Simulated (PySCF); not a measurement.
Polarisability and C₆ of Pt (platinum, neutral)

[Xe] 4f14 5d8 6s2, high-spin 3F determinant (an excited configuration). All numbers are calculated (PySCF 2.14, scalar relativity by spin-free X2C-1e, in ANO-RCC-VTZP (8s7p5d3f1g, 84 functions)). Coupled (time-dependent) response in atomic units; α is the mean over directions. The basis has no added diffuse functions, which lowers α and C₆.

```
method  mean α (bohr³)  C₆ (like pair)  S(−4)
 B3LYP           37.42           385.7  421.6
```

S(−4) is the Cauchy moment in α(ω) = α(0) + S(−4) ω² + …

Spin-orbit coupling is absent.

α(iu) at B3LYP:

```json
{"u (hartree)": "0", "α(iu) (bohr³)": "37.42"}
{"u (hartree)": "0.0500", "α(iu) (bohr³)": "36.40"}
{"u (hartree)": "0.100", "α(iu) (bohr³)": "33.74"}
{"u (hartree)": "0.200", "α(iu) (bohr³)": "26.64"}
{"u (hartree)": "0.300", "α(iu) (bohr³)": "20.50"}
{"u (hartree)": "0.500", "α(iu) (bohr³)": "13.12"}
{"u (hartree)": "0.750", "α(iu) (bohr³)": "8.824"}
{"u (hartree)": "1.00", "α(iu) (bohr³)": "6.578"}
{"u (hartree)": "1.50", "α(iu) (bohr³)": "4.181"}
{"u (hartree)": "2.00", "α(iu) (bohr³)": "2.900"}
{"u (hartree)": "3.00", "α(iu) (bohr³)": "1.619"}
{"u (hartree)": "5.00", "α(iu) (bohr³)": "0.7113"}
```

A single London oscillator, α(iu) = α/(1 + u²/ω²), gives C₆ = (3/4) ω α². Matching the computed C₆ needs ω = 4 × 385.7 / (3 × 37.42²) = 0.367 hartree.

Spin-orbit coupling, absent here, splits the open shell strongly.
